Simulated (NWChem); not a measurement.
Molecule: AlHOBr2; SMILES [OH][Al]([Br])[Br]

```xyz
5

Al    -0.0580     0.0000     0.7334
Br    -1.9355     0.0000    -0.4715
Br     1.9418     0.0000    -0.2802
O     -0.2032     0.0000     2.4144
H      0.5174     0.0000     3.0471
```
Atoms are numbered in this order, from 1.

Program: NWChem. Pople sets run with spherical d functions. Structure relaxed at the PBE0/def2-SVP level. B3LYP is NWChem's, with the RPA form of VWN correlation. Vzz is the largest principal value of the second derivative of the potential at the nucleus (NWChem prints the opposite sign); η is the asymmetry. Non-relativistic.

### Question
What does the run give for B3LYP/6-31G*? Quantities: Vzz Al1 (a.u.); η Al1; Vzz Br2 (a.u.); η Br2; Vzz Br3 (a.u.); η Br3; Vzz O4 (a.u.); η O4.

### Answer
```json
{
 "Vzz Al1 (a.u.)": "0.601",
 "η Al1": "0.68",
 "Vzz Br2 (a.u.)": "3.155",
 "η Br2": "0.27",
 "Vzz Br3 (a.u.)": "2.976",
 "η Br3": "0.24",
 "Vzz O4 (a.u.)": "1.313",
 "η O4": "0.15"
}
```
